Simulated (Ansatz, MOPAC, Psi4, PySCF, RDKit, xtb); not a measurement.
Dimer: CH3F (SMILES CF) (first 5 atoms) with C2H3F (SMILES C=CF); geometry from B3LYP-D3(BJ)/def2-TZVP, rigid monomers moved along the line of their centres of mass till F2···H9 is 4.18 Å.
(charge 0, multiplicity 1):
| atom | x (Å) | y (Å) | z (Å) |
|---|---|---|---|
| C | 0.3677 | 0.6683 | -0.2241 |
| F | -1.0092 | 0.5520 | -0.0261 |
| H | 0.5807 | 1.6753 | -0.5837 |
| H | 0.8713 | 0.4874 | 0.7244 |
| H | 0.6732 | -0.0702 | -0.9659 |
| C | -1.1517 | -0.6547 | 5.0801 |
| C | 0.0324 | -0.7006 | 5.6535 |
| F | 1.1728 | -0.4411 | 4.9709 |
| H | -1.2744 | -0.4074 | 4.0345 |
| H | -2.0270 | -0.8712 | 5.6749 |
| H | 0.2388 | -0.9385 | 6.6884 |

```csv
level,interaction energy (kJ/mol),cost
MMFF94,-1.8,-
UFF,-0.7,-
GFN-FF,-3.1,-
AM1,-0.8,-
PM3,-0.9,-
PM6,-1.0,-
PM7,-2.2,-
GFN1-xTB,-1.8,-
GFN2-xTB,-2.9,-
HF/STO-3G (no counterpoise),-0.5,-
HF/3-21G (no counterpoise),-2.0,-
HF/6-31G* (no counterpoise),-1.7,-
HF/aug-cc-pVDZ,-1.9,-
PBE/def2-TZVPPD,-1.5,×1
PBE-D3(BJ)/def2-TZVPPD,-2.0,×1
PBE-D4/def2-TZVPPD,-2.0,×1
BP86/6-31G* (no counterpoise),-0.9,-
r2SCAN/def2-TZVPPD,-1.4,×2
r2SCAN-D3(BJ)/def2-TZVPPD,-1.8,×2
r2SCAN-D4/def2-TZVPPD,-1.8,×2
B3LYP/3-21G (no counterpoise),-1.1,-
B3LYP/6-31G*,-1.0,-
B3LYP/6-31G* (no counterpoise),-1.1,-
B3LYP/6-311+G** (no counterpoise),-1.7,-
B3LYP/def2-TZVPPD,-1.3,×1
B3LYP-D3(BJ)/def2-TZVPPD,-1.9,×1
B3LYP-D4/def2-TZVPPD,-1.9,×1
PBE0/def2-TZVPPD,-1.6,×1
PBE0-D3(BJ)/def2-TZVPPD,-2.1,×1
PBE0-D4/def2-TZVPPD,-2.1,×1
M06-2X/6-31G* (no counterpoise),-1.5,-
wB97X-V/def2-TZVPPD,-2.0,×3
wB97M-V/def2-TZVPPD,-2.0,×4
MP2/6-31G*,-1.5,-
MP2/6-31G* (no counterpoise),-1.6,-
MP2/aug-cc-pVDZ,-2.0,-
SCS-MP2/aug-cc-pVDZ,-1.9,-
CCSD/aug-cc-pVDZ,-2.0,-
CCSD(T)/aug-cc-pVDZ,-2.0,×10
SAPT0/jun-cc-pV(D+d)Z,-2.4,-
```

The rows run from -3.1 (GFN-FF) to -0.5 kJ/mol (HF/STO-3G (no counterpoise)). In aug-cc-pVDZ the value moves HF -1.9, MP2 -2.0, CCSD -2.0, CCSD(T) -2.0, a shift of -0.1 from HF to CCSD(T). The dispersion term adds -0.5 in PBE-D3(BJ), -0.5 in PBE-D4, -0.4 in r2SCAN-D3(BJ). The 6 functionals in def2-TZVPPD without D3 or D4 span 0.7, from wB97M-V to B3LYP.

Counterpoise-corrected where a basis set is named; no monomer relaxation. Rows marked so take none. RDKit's UFF carries no charges.

Cores are frozen in the correlated methods. Rows in 3-21G, 6-311+G**, 6-31G*, STO-3G carry no dispersion term and start afresh at each structure (6-31G* with six Cartesian d functions). MP2/6-31G* freezes PySCF's default core. The state that AM1, PM3, PM6, PM7 reach isn't checked; PM7 holds dispersion and hydrogen-bond terms.

Programs: Ansatz (Gaussian basis) for Hartree–Fock, density functionals and correlated methods; MOPAC for AM1, PM3, PM6, PM7 (differences of heats of formation); Psi4 for SAPT; PySCF for 3-21G rows, 6-311+G** rows, 6-31G* rows, STO-3G rows, the dispersion terms; RDKit for the force fields; xtb for the GFN methods. Each number belongs to the level named beside it.

Costs are rough ratios of core time to PBE/def2-TZVPPD (about 5 s over the structures, on one shared machine); a dash marks a level with no comparable run of its own.

Ansatz is an electronic-structure program.
